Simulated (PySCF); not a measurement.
LiCl, SMILES [Li][Cl].

Geometry: PBE0-D3(BJ)/def2-TZVPD.

Computed with PBE0-D3(BJ)/def2-TZVPD run with PySCF.

Frequencies are harmonic and unscaled.

```tsv
mode	ν (cm⁻¹)	IR (km/mol)	Raman (Å⁴/amu)	depolarisation	moving atoms (share of kinetic energy)
1	647	128.6	15.1	0.05	Li 84 %, Cl 16 %
```
